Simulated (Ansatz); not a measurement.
CH$_{6}$BNO$_{2}$ (`NCB(O)O`) at its PBE0-D4/def2-TZVP geometry, where that method's forces vanish. Total charge 0; spin multiplicity 1.

```xyz
11

N    -1.1940    0.9627    0.2004
C    -0.1424    0.4204   -0.6717
B     0.7064   -0.6434    0.1351
O     1.5602   -1.4853   -0.5091
O     0.5809   -0.6799    1.4884
H    -1.5267    1.8593   -0.1283
H    -1.9954    0.3441    0.2128
H     0.5406    1.2375   -0.9325
H    -0.5073    0.0260   -1.6291
H     2.0384   -2.0500    0.1047
H    -0.0608    0.0086    1.7293
```

(1) What forces (eV/Å) does ωB97M-V/def2-TZVPP give on these atoms in the Gaussian-basis code of Ansatz? (Best estimate.)

## Answers

(1) Computed: 
```
N1  -0.204  0.113  0.092
C2   0.178 -0.034 -0.243
B3  -0.084  0.098 -0.072
O4   0.139 -0.142 -0.044
O5  -0.086  0.077  0.164
H6   0.003 -0.049  0.013
H7   0.026  0.032  0.001
H8  -0.050 -0.061  0.018
H9   0.024  0.030  0.090
H10 -0.021  0.025 -0.037
H11  0.073 -0.090  0.018
```
